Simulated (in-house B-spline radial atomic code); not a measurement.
Computed with a B-spline radial atomic code. Model: two electrons, singlet ground state, non-relativistic, full CI in B-splines with partial waves to l = 8 (at full coupling up to 3e-4 hartree above the limit, correlation up to 0.6 % small), density held at that of full coupling by Lieb maximisation.

Along the adiabatic connection the electron repulsion is scaled by a coupling λ while a local potential keeps the density fixed. At λ = 0 the system is the Kohn-Sham one and W equals the exchange energy; the exchange-correlation energy is the area under W between 0 and 1. The kinetic energy rises with λ as the electrons avoid each other, with dT/dλ = −λ dW/dλ.

Command:
```bash
python run_ac.py task.json out
```
Settings (lengths in bohr, energies in hartree):
```
potential              dot
strength               2.55
lmax                   8
second                 1.5
```

Run time, properties included: 13 s on 1 thread of Intel(R) Xeon(R) Processor @ 2.30GHz (shared host).

**W = mean repulsion less Hartree energy, and W of three functionals.**

Given: confinement charge in harmonic well; well frequency 2.55 hartree; nuclear charge 1.5; external potential omega^2 r^2/2 - Z/r.

Computed: LDA exchange minus exact 225.08 millihartree; PBE exchange minus exact 58.925 millihartree.

```json
{"coupling": "0", "W xc (hartree)": "-1.5281", "W xc minus exchange (millihartree)": "0", "kinetic minus Kohn-Sham (millihartree)": "0", "LDA (PW92) W minus its exchange (millihartree)": "0", "PBE W minus its exchange (millihartree)": "0", "SCAN W minus its exchange (millihartree)": "0"}
{"coupling": "0.02", "W xc (hartree)": "-1.53", "W xc minus exchange (millihartree)": "-1.856", "kinetic minus Kohn-Sham (millihartree)": "0", "LDA (PW92) W minus its exchange (millihartree)": "-12.94", "PBE W minus its exchange (millihartree)": "-2.48", "SCAN W minus its exchange (millihartree)": "-1.88"}
{"coupling": "0.05", "W xc (hartree)": "-1.5327", "W xc minus exchange (millihartree)": "-4.618", "kinetic minus Kohn-Sham (millihartree)": "0.1", "LDA (PW92) W minus its exchange (millihartree)": "-26.86", "PBE W minus its exchange (millihartree)": "-6.2", "SCAN W minus its exchange (millihartree)": "-4.66"}
{"coupling": "0.12", "W xc (hartree)": "-1.5391", "W xc minus exchange (millihartree)": "-10.967", "kinetic minus Kohn-Sham (millihartree)": "0.7", "LDA (PW92) W minus its exchange (millihartree)": "-52.24", "PBE W minus its exchange (millihartree)": "-14.78", "SCAN W minus its exchange (millihartree)": "-10.96"}
{"coupling": "0.25", "W xc (hartree)": "?", "W xc minus exchange (millihartree)": "?", "kinetic minus Kohn-Sham (millihartree)": "?", "LDA (PW92) W minus its exchange (millihartree)": "?", "PBE W minus its exchange (millihartree)": "?", "SCAN W minus its exchange (millihartree)": "?"}
{"coupling": "0.4", "W xc (hartree)": "-1.5632", "W xc minus exchange (millihartree)": "-35.077", "kinetic minus Kohn-Sham (millihartree)": "6.9", "LDA (PW92) W minus its exchange (millihartree)": "-122.03", "PBE W minus its exchange (millihartree)": "-46.98", "SCAN W minus its exchange (millihartree)": "-34.49"}
{"coupling": "0.6", "W xc (hartree)": "-1.5792", "W xc minus exchange (millihartree)": "-51.129", "kinetic minus Kohn-Sham (millihartree)": "14.9", "LDA (PW92) W minus its exchange (millihartree)": "-158.92", "PBE W minus its exchange (millihartree)": "-67.94", "SCAN W minus its exchange (millihartree)": "-49.98"}
{"coupling": "0.8", "W xc (hartree)": "-1.5944", "W xc minus exchange (millihartree)": "-66.288", "kinetic minus Kohn-Sham (millihartree)": "25.5", "LDA (PW92) W minus its exchange (millihartree)": "-190.2", "PBE W minus its exchange (millihartree)": "-87.4", "SCAN W minus its exchange (millihartree)": "-64.55"}
{"coupling": "1", "W xc (hartree)": "?", "W xc minus exchange (millihartree)": "?", "kinetic minus Kohn-Sham (millihartree)": "?", "LDA (PW92) W minus its exchange (millihartree)": "?", "PBE W minus its exchange (millihartree)": "?", "SCAN W minus its exchange (millihartree)": "?"}
{"coupling": "1.4", "W xc (hartree)": "-1.6352", "W xc minus exchange (millihartree)": "-107.06", "kinetic minus Kohn-Sham (millihartree)": "70", "LDA (PW92) W minus its exchange (millihartree)": "-264.19", "PBE W minus its exchange (millihartree)": "-138.45", "SCAN W minus its exchange (millihartree)": "-103.74"}
{"coupling": "2", "W xc (hartree)": "-1.67", "W xc minus exchange (millihartree)": "-141.88", "kinetic minus Kohn-Sham (millihartree)": "128.9", "LDA (PW92) W minus its exchange (millihartree)": "-320.49", "PBE W minus its exchange (millihartree)": "-181.04", "SCAN W minus its exchange (millihartree)": "-137.46"}
{"coupling": "3", "W xc (hartree)": "-1.7179", "W xc minus exchange (millihartree)": "-189.76", "kinetic minus Kohn-Sham (millihartree)": "247.7", "LDA (PW92) W minus its exchange (millihartree)": "-392.24", "PBE W minus its exchange (millihartree)": "-238.89", "SCAN W minus its exchange (millihartree)": "-184.56"}
{"coupling": "4.5", "W xc (hartree)": "-1.7727", "W xc minus exchange (millihartree)": "-244.61", "kinetic minus Kohn-Sham (millihartree)": "451.3", "LDA (PW92) W minus its exchange (millihartree)": "-470.26", "PBE W minus its exchange (millihartree)": "-305.24", "SCAN W minus its exchange (millihartree)": "-239.92"}
{"coupling": "7", "W xc (hartree)": "-1.8362", "W xc minus exchange (millihartree)": "-308.07", "kinetic minus Kohn-Sham (millihartree)": "810.6", "LDA (PW92) W minus its exchange (millihartree)": "-558.85", "PBE W minus its exchange (millihartree)": "-383.75", "SCAN W minus its exchange (millihartree)": "-306.12"}
{"coupling": "10", "W xc (hartree)": "-1.8865", "W xc minus exchange (millihartree)": "-358.42", "kinetic minus Kohn-Sham (millihartree)": "1233.5", "LDA (PW92) W minus its exchange (millihartree)": "-630.18", "PBE W minus its exchange (millihartree)": "-448.73", "SCAN W minus its exchange (millihartree)": "-360.05"}
```

(1) What belongs in the row 0.25?

(2) What belongs in the row 1?

(3) What is the SCAN exchange minus exact?

**Energy parts, natural occupations and partial-wave weights.**

Computed: total energy 2.9228 hartree; exchange energy -1.5281 hartree; correlation energy -0.042252 hartree; kinetic part of the DFT correlation energy 0.03837 hartree; kinetic part over minus potential part 0.47593; Hartree energy 3.0562 hartree; Lieb Oxford ratio E_xc over LDA exchange 1.2052.

```json
{"natural": "s", "occupation of the shell (electrons)": "1.993"}
{"natural": "p", "occupation of the shell (electrons)": "?"}
{"natural": "s", "occupation of the shell (electrons)": "0.00089466"}
{"natural": "d", "occupation of the shell (electrons)": "0.00025417"}
{"natural": "p", "occupation of the shell (electrons)": "8.8905e-05"}
{"natural": "f", "occupation of the shell (electrons)": "3.2976e-05"}
```

(4) What belongs in the row p?

| wave | weight |
| --- | --- |
| s | 0.99693 |
| p | ? |
| d | 0.00013579 |
| f | 1.8652e-05 |
| g | 4.3197e-06 |

(5) What belongs in the row p?

(6) What is the initial slope twice GL2?

(7) What is the Kohn-Sham kinetic?

## Answers

(1) W xc (hartree): -1.5505; W xc minus exchange (millihartree): -22.41; kinetic minus Kohn-Sham (millihartree): 2.8; LDA (PW92) W minus its exchange (millihartree): -88.55; PBE W minus its exchange (millihartree): -30.16; SCAN W minus its exchange (millihartree): -22.19.

(2) W xc (hartree): -1.6087; W xc minus exchange (millihartree): -80.622; kinetic minus Kohn-Sham (millihartree): 38.4; LDA (PW92) W minus its exchange (millihartree): -217.58; PBE W minus its exchange (millihartree): -105.54; SCAN W minus its exchange (millihartree): -78.32.

(3) 8.704 millihartree.

(4) occupation of the shell (electrons): 0.0057148.

(5) weight: 0.002905.

(6) -0.093063 hartree.

(7) 5.477 hartree.

Half-way to full coupling W has made 53 % of its drop, against 50 % for a straight line, and second-order (GL2) theory, half the initial slope, overshoots the correlation energy by about 10 %: a moderate bend, as in light atoms. Over couplings 0 to 1 the errors in E_xc come to about +135 millihartree for LDA, +45 millihartree for PBE, +10 millihartree for SCAN, so SCAN is nearest. In LDA and PBE the errors of exchange and correlation have opposite signs, so the sum is smaller than the larger of the two.
